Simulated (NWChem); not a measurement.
Species: MnF2, sextet; SMILES [F][Mn][F]

```xyz
3

Mn     0.0000     0.0000     0.0000
F      0.0000     0.0000     1.7732
F      0.0000     0.0000    -1.7732
```
Atoms are numbered in this order, from 1.

Computed with NWChem. Pople sets run with spherical d functions. Spin-unrestricted. Geometry: optimised at PBE-D3(BJ)/def2-SVP, spin-unrestricted. No stability test was run on the SCF state.

What does the run give for TPSS/6-31G*? Quantities: highest occupied level (eV); lowest empty minus highest occupied level, either spin (eV); <S²>.


```yaml
highest occupied level (eV): -5.85
lowest empty minus highest occupied level, either spin (eV): 2.55
"<S²>": 8.76
```
